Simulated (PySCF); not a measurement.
C4H4, SMILES C1(C=C1)=C. Geometry: PBE-D3(BJ)/def2-SVP.

Computed equilibrium geometry at PBE-D3(BJ)/def2-SVP (PySCF confirms it by a frequency run) as bond lengths and angles, and its point group:
point group C2v.
Atoms: C1 C2 C3 C4 H5 H6 H7 H8. Bonded distances (Å): C1–C2 1.340, C1–H5 1.100, C1–H6 1.100, C2–C3 1.452, C2–C4 1.452, C3–C4 1.333, C3–H7 1.097, C4–H8 1.097. Angles (°): C2–C1–H5 120.8, C2–C1–H6 120.8, H5–C1–H6 118.4, C1–C2–C3 152.7, C1–C2–C4 152.7, C3–C2–C4 54.6, C2–C3–C4 62.7, C2–C3–H7 149.5, C4–C3–H7 147.8, C2–C4–C3 62.7, C2–C4–H8 149.5, C3–C4–H8 147.8.
